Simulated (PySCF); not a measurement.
Species: 1,2-benzisoxazole, C7H5NO.
Bonds: C1–C2 (aromatic), C2–C3 (aromatic), C3–C4 (aromatic), C4–O5 (aromatic), O5–N6 (aromatic), N6–C7 (aromatic), C7–C8 (aromatic), C8–C9 (aromatic), C1–C9 (aromatic), C4–C8 (aromatic). Hydrogens: H10 on C1; H11 on C2; H12 on C3; H13 on C7; H14 on C9.

The same species was optimised twice, with GFN2-xTB and with PBE0-D3(BJ)/def2-SVP (PySCF), and the same property calculations (PySCF, gas phase) were run on both structures.

| coordinate | GFN2-xTB | PBE0-D3(BJ)/def2-SVP | change |
| --- | --- | --- | --- |
| C1–C9 (Å) | 1.376 | 1.387 | +0.011 |
| C1–C2 (Å) | 1.400 | 1.410 | +0.010 |
| C2–C3 (Å) | 1.378 | 1.388 | +0.010 |
| C4–C8 (Å) | 1.410 | 1.400 | -0.010 |
| C8–C9 (Å) | 1.394 | 1.402 | +0.008 |
| O5–N6 (Å) | 1.365 | 1.372 | +0.007 |
| C7–C8 (Å) | 1.427 | 1.433 | +0.006 |
| N6–C7 (Å) | 1.294 | 1.300 | +0.006 |
| C3–C4 (Å) | 1.389 | 1.395 | +0.006 |
| C4–O5 (Å) | 1.347 | 1.343 | -0.004 |
| C3–C4–O5 (°) | 128.8 | 127.4 | -1.4 |
| O5–N6–C7 (°) | 108.9 | 107.6 | -1.3 |
| C3–C4–C8 (°) | 122.1 | 123.1 | +1.0 |
| C4–O5–N6 (°) | 108.5 | 109.1 | +0.6 |
| C2–C3–C4 (°) | 116.6 | 116.0 | -0.6 |
| N6–C7–C8 (°) | 110.9 | 111.5 | +0.6 |
| C7–C8–C9 (°) | 137.2 | 137.7 | +0.5 |
| O5–C4–C8 (°) | 109.1 | 109.5 | +0.4 |

Rotational constants: A = 4045, B = 1674, C = 1184 MHz (GFN2-xTB) against A = 4026, B = 1659, C = 1175 MHz (PBE0-D3(BJ)/def2-SVP). Point groups within 0.08 Å: Cs and Cs.

On the GFN2-xTB structure: lowest triplet, Tamm–Dancoff (eV) 3.81 [wB97X-D/def2-SVPD]; isotropic polarisability (au) 85.6 [wB97X-D/def2-SVPD]; HOMO (eV) -9.11 [wB97X-D/def2-SVPD]; LUMO (eV) 0.31 [wB97X-D/def2-SVPD]; dipole (D) 3.22 [wB97X-D/def2-SVPD]; HOMO (eV) -7.38 [PBE0/pcSseg-1]; LUMO (eV) -1.36 [PBE0/pcSseg-1]; dipole (D) 3.17 [PBE0/pcSseg-1]; GIAO shielding of C1 (ppm) 58.7 [PBE0/pcSseg-1]; GIAO shielding of C2 (ppm) 53.5 [PBE0/pcSseg-1]; GIAO shielding of C3 (ppm) 71.9 [PBE0/pcSseg-1]; GIAO shielding of C4 (ppm) 16.3 [PBE0/pcSseg-1]; GIAO shielding of O5 (ppm) -25.2 [PBE0/pcSseg-1]; GIAO shielding of N6 (ppm) -159.0 [PBE0/pcSseg-1]; GIAO shielding of C7 (ppm) 37.3 [PBE0/pcSseg-1]; GIAO shielding of C8 (ppm) 57.8 [PBE0/pcSseg-1].

**Question.** What do these properties become on the PBE0-D3(BJ)/def2-SVP structure?

**Answer.** 
```
                                    property              level  on GFN2-xTB  on PBE0-D3(BJ)/def2-SVP  change
           lowest triplet, Tamm–Dancoff (eV)  wB97X-D/def2-SVPD         3.81                     3.73   -0.08
               isotropic polarisability (au)  wB97X-D/def2-SVPD         85.6                     86.8    +1.2
                                   HOMO (eV)  wB97X-D/def2-SVPD        -9.11                    -9.07   +0.04
                                   LUMO (eV)  wB97X-D/def2-SVPD         0.31                     0.25   -0.06
                                  dipole (D)  wB97X-D/def2-SVPD         3.22                     3.22    0.00
energy, GFN2-xTB geometry as zero (kcal/mol)  wB97X-D/def2-SVPD          0.0                     -0.9    -0.9
                                   HOMO (eV)      PBE0/pcSseg-1        -7.38                    -7.34   +0.04
                                   LUMO (eV)      PBE0/pcSseg-1        -1.36                    -1.42   -0.06
                                  dipole (D)      PBE0/pcSseg-1         3.17                     3.18   +0.01
energy, GFN2-xTB geometry as zero (kcal/mol)      PBE0/pcSseg-1          0.0                     -0.5    -0.5
                  GIAO shielding of C1 (ppm)      PBE0/pcSseg-1         58.7                     55.8    -2.9
                  GIAO shielding of C2 (ppm)      PBE0/pcSseg-1         53.5                     50.0    -3.5
                  GIAO shielding of C3 (ppm)      PBE0/pcSseg-1         71.9                     69.5    -2.4
                  GIAO shielding of C4 (ppm)      PBE0/pcSseg-1         16.3                     17.5    +1.2
                  GIAO shielding of O5 (ppm)      PBE0/pcSseg-1        -25.2                    -29.8    -4.6
                  GIAO shielding of N6 (ppm)      PBE0/pcSseg-1       -159.0                   -159.5    -0.5
                  GIAO shielding of C7 (ppm)      PBE0/pcSseg-1         37.3                     34.9    -2.4
                  GIAO shielding of C8 (ppm)      PBE0/pcSseg-1         57.8                     59.0    +1.2
```

The heavy atoms differ by 0.012 Å rms after alignment. Among bonds between heavy atoms C1–C2, C1–C9, C2–C3 and C4–C8 change most and about equally (-0.010 to +0.011 Å). Changes are differences of the printed values. Neither structure is proved a minimum here.

The pairwise dispersion term of wB97X-D wasn't added to the energies; at a given geometry it leaves orbitals and properties as they are.
